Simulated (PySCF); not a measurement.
# Bond lengths and vibrations by method: BH3NSi cation

All numbers below are calculated, not measured. They come from PySCF 2.14.0, an open-source quantum chemistry program, on an isolated molecule that a program drew, which may never have been made. The molecule is BH3NSi cation (charge +1, singlet), drawn as the SMILES string `B=N[SiH2+]`.

The geometry was optimised and harmonic frequencies were computed with HF and MP2, all in the cc-pV(D+d)Z basis, for the commonest isotopes, with a restricted reference for singlets and an unrestricted one otherwise, and a frozen core in MP2. Each result is a local minimum of its method.

Geometry at the HF minimum:
```xyz
6
BH3NSi cation, angstrom
B     0.5796    2.0154    0.2973
N     0.4642    1.1121    1.1847
Si    0.3185   -0.0323    2.3082
H     0.6855    2.8457   -0.5187
H    -0.7825    0.0145    3.2620
H     1.2868   -1.1195    2.3758
```

Lengths of the bonds as drawn, in Å (atoms numbered as above):
| bond | HF | MP2 |
|---|---|---|
| B1-N2 | 1.272 | 1.291 |
| N2-Si3 | 1.610 | 1.634 |
| B1-H4 | 1.169 | 1.178 |
| Si3-H5 | 1.457 | 1.464 |
| Si3-H6 | 1.457 | 1.464 |

Rotational constants, in GHz:
```
constant     HF    MP2
       A  157.9  154.5
       B  5.769  5.612
       C  5.566  5.415
```

Harmonic frequencies in cm^-1, each column in rising order, so a row needn't be the same motion in every method:
```
rank,HF,MP2
1,161,141
2,186,165
3,745,701
4,801,746
5,831,748
6,841,769
7,894,835
8,1048,?
9,1886,1801
10,2440,2376
11,2480,2425
12,3016,2928
```

**Estimate the missing MP2 frequency from the HF column.**

A single factor s that minimises the squared misfit of MP2 against s times HF over the other rows is sum(HF x MP2) / sum(HF^2) = 0.9651, with an rms misfit of 29 cm^-1. For rank 8 it gives 0.9651 x 1048 = 1011 cm^-1. The calculation gives 991 cm^-1, 20 cm^-1 below the estimate. The drawn bonds are on average 0.9 % longer in MP2 than in HF.
